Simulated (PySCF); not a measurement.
PySCF 2.14 output of an unrestricted B3LYP calculation on a single atom or ion in aug-cc-pVTZ-DK (7s6p4d2f, 59 functions), with the spin-free X2C one-electron Hamiltonian (Gaussian nucleus):

```
SCF conv_tol = 1e-09
number electrons alpha = 18  beta = 16
    P. J. Stephens, F. J. Devlin, C. F. Chabalowski, and M. J. Frisch.,  J. Phys. Chem. 98, 11623 (1994)
cycle= 1 E= -2260.78794504843  delta_E= -0.0114  |g|= 0.0951  |ddm|= 0.321
cycle= 2 E= -2260.78893649875  delta_E= -0.000991  |g|= 0.0656  |ddm|= 0.151
cycle= 3 E= -2260.78963410589  delta_E= -0.000698  |g|= 0.00627  |ddm|= 0.0501
cycle= 4 E= -2260.78966919505  delta_E= -3.51e-05  |g|= 0.00221  |ddm|= 0.0172
cycle= 5 E= -2260.78967948108  delta_E= -1.03e-05  |g|= 0.000255  |ddm|= 0.0117
cycle= 6 E= -2260.78967981206  delta_E= -3.31e-07  |g|= 2.7e-05  |ddm|= 0.00262
cycle= 7 E= -2260.78967981421  delta_E= -2.15e-09  |g|= 2.4e-06  |ddm|= 0.000214
cycle= 8 E= -2260.78967981422  delta_E= -1.36e-11  |g|= 3.72e-07  |ddm|= 1.54e-05
converged SCF energy = -2260.78967981422  <S^2> = 2.0080233  2S+1 = 3.0053441
```

The run itself started from symmetry-adapted Hartree-Fock orbitals and held the occupation by maximum overlap, on a logarithmic radial grid, so the iterations belong to that start.

Question: Which element, charge and spin multiplicity is this?

Answer: As⁻ (arsenic, charge -1), multiplicity 3; the state was [Ar] 3d10 4s2 4p4, high-spin 3P determinant.

At B3LYP the highest occupied level has a positive energy, so only the finite basis holds that electron; in a semilocal or global hybrid functional this comes from self-interaction and does not mean that the real anion is unbound.
